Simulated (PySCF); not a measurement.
H9Si4, multiplicity 2. Atoms are numbered in the order given.

```xyz
13

Si     0.1586     2.9843     0.0000
Si    -0.8332     0.8894     0.0000
Si     0.8156    -0.7664     0.0000
Si    -0.1885    -2.8743     0.0000
H      0.9877     3.2249     1.2204
H      0.9877     3.2249    -1.2204
H     -1.6898     0.7365     1.2142
H     -1.6898     0.7365    -1.2142
H      1.6722    -0.5995    -1.2131
H      1.6722    -0.5995     1.2131
H      0.8235    -3.9715     0.0000
H     -1.0490    -3.0077     1.2128
H     -1.0490    -3.0077    -1.2128
```
Charge 0, spin multiplicity 2.

Coordinates come from a ωB97X-D3(BJ)/def2-SVP optimisation. The isomer is the one that the SMILES or the coordinates give; other isomers of the formula were not compared. The values are those of a single conformer.

Calculation: PBE/def2-TZVP in PySCF.

ESP charges are fitted to the potential on shells at 1.4 to 2.0 van der Waals radii. Atomic charges (e):

| atom | meta-Löwdin | Mulliken | Löwdin | ESP fit | Mulliken spin |
|---|---|---|---|---|---|
| Si1 | 0.08 | -0.04 | 0.09 | -0.04 | 0.91 |
| Si2 | 0.10 | 0.03 | -0.02 | 0.02 | 0.02 |
| Si3 | 0.10 | 0.03 | 0.01 | 0.07 | 0.04 |
| Si4 | 0.18 | 0.02 | 0.09 | 0.05 | 0.03 |
| H5 | -0.05 | 0.00 | -0.03 | 0.01 | 0.00 |
| H6 | -0.05 | 0.00 | -0.03 | 0.01 | 0.00 |
| H7 | -0.05 | 0.00 | -0.01 | 0.00 | 0.00 |
| H8 | -0.05 | 0.00 | -0.01 | 0.00 | 0.00 |
| H9 | -0.05 | 0.00 | -0.01 | -0.02 | 0.00 |
| H10 | -0.05 | 0.00 | -0.01 | -0.02 | 0.00 |
| H11 | -0.06 | -0.01 | -0.03 | -0.02 | 0.01 |
| H12 | -0.06 | -0.01 | -0.02 | -0.02 | 0.00 |
| H13 | -0.06 | -0.01 | -0.02 | -0.02 | 0.00 |

Task: Give the Mayer and Wiberg (Löwdin basis) orders of the bonds. (An estimate is asked for; the answer gives what the named calculation found.)

Result: 
```csv
bond,Mayer,Wiberg
Si1–Si2,1.03,1.33
Si2–Si3,0.93,1.13
Si3–Si4,0.96,1.18
Si1–H5,0.93,0.97
Si1–H6,0.93,0.97
Si2–H7,0.92,0.91
Si2–H8,0.92,0.91
Si3–H9,0.92,0.92
Si3–H10,0.92,0.92
Si4–H11,0.93,0.95
Si4–H12,0.94,0.96
Si4–H13,0.94,0.96
```
